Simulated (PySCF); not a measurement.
C2H3Cl2FSi, SMILES FC([SiH3])=C(Cl)Cl.

The structure is a stationary point at B3LYP-D3(BJ)/def2-SVP. This is a generated structure with no PubChem entry under its InChIKey; it may be hypothetical.

Two levels are set side by side: PBE/def2-TZVP (PySCF) and CAM-B3LYP/def2-TZVP (PySCF). Same geometry, gas phase. Differences are taken from unrounded values.

```csv
quantity,CAM-B3LYP
orbital gap (eV),8.75
highest occupied level (eV),-8.71
lowest empty level (eV),0.04
dipole moment (D),1.29
mean polarisability (bohr³),75.4
```

Question: What does PBE give, and how far is it from CAM-B3LYP? (Estimate from the structure and the level; the computed values follow.)

Answer: 
| quantity | PBE | PBE minus CAM-B3LYP |
|---|---|---|
| orbital gap (eV) | 4.26 | -4.50 |
| highest occupied level (eV) | -6.20 | 2.52 |
| lowest empty level (eV) | -1.94 | -1.98 |
| dipole moment (D) | 1.02 | -0.27 |
| mean polarisability (bohr³) | 79.4 | 3.9 |

Without exact exchange PBE keeps part of each electron's self-repulsion, which lifts occupied levels and narrows the gap. PBE's more diffuse valence density responds more strongly to a field. Differences between two approximate levels are no errors against the true value.

Rough cost on one machine, each run with all the roots and properties that it gave: CAM-B3LYP against PBE within a factor of 2.
